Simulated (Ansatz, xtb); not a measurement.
C4H3B: which of two isomers lies lower

We compare X, `C#CBC#C`, a singlet, with Y, `C#CC1=CB1`, a singlet. Both are isolated molecules in the gas phase, relaxed with BLYP-D3(BJ)/def2-SVP.

Quicker runs give these differences E(Y) − E(X): GFN2-xTB −0.074 eV; HF/STO-3G −0.121 eV (at GFN2-xTB geometries); r2SCAN-D4/def2-SVP −0.243 eV (at GFN2-xTB geometries).

Problem. Estimate E(Y) − E(X) at the level CCSD(T)/def2-SVP + ΔMP2/def2-TZVPP.

Solution. Calculated at CCSD(T)/def2-SVP + ΔMP2/def2-TZVPP: E(Y) − E(X) = +0.195 eV, so structure X lies lower.

The same difference at several levels:

```tsv
level	geometry	E(Y) − E(X) (eV)	departure from the last row (eV)	job, with rough time for the two
GFN2-xTB	GFN2-xTB	−0.074	−0.269	optimisation, 0.36 s
HF/STO-3G	GFN2-xTB	−0.121	−0.316	single point, 0.7 s
r2SCAN-D4/def2-SVP	GFN2-xTB	−0.243	−0.438	single point, 5.4 s
BLYP-D3(BJ)/def2-SVP	BLYP-D3(BJ)/def2-SVP	+0.045	−0.151	optimisation, 30 s
HF/def2-SVP	BLYP-D3(BJ)/def2-SVP	+0.042	−0.153	part of the CCSD(T) run
MP2/def2-SVP	BLYP-D3(BJ)/def2-SVP	−0.009	−0.205	part of the CCSD(T) run
CCSD(T)/def2-SVP	BLYP-D3(BJ)/def2-SVP	+0.054	−0.141	single point
CCSD(T)/def2-SVP + ΔMP2/def2-TZVPP	BLYP-D3(BJ)/def2-SVP	+0.195		single point, 58 s
```

As drawn, Y has 1 C–C, 1 C=C in place of 1 C≡C. Structure X has no ring, Y a 3-membered ring.

GFN2-xTB, HF/STO-3G, r2SCAN-D4/def2-SVP put the two in the other order. MP2/def2-SVP finds them nearly level. The largest departure from CCSD(T)/def2-SVP + ΔMP2/def2-TZVPP is that of r2SCAN-D4/def2-SVP, 0.438 eV. The last row adds to CCSD(T) the change of the MP2 difference between the two basis sets, here +0.141 eV, a large step that makes the value less sure.

With harmonic frequencies from BLYP-D3(BJ)/def2-SVP (ideal gas, rigid rotor, one conformer each, 1000 K, 1 atm): on the last row, ΔE + ΔZPE = +0.230, ΔH = +0.190, ΔG = +0.321 eV.

The correlated steps freeze 5 core orbitals. Codes used: Ansatz 0.2.0, xtb 6.7.1; the last row on 1 thread of Intel(R) Xeon(R) Processor @ 2.50GHz (Skylake/Cascade Lake) on a shared host.
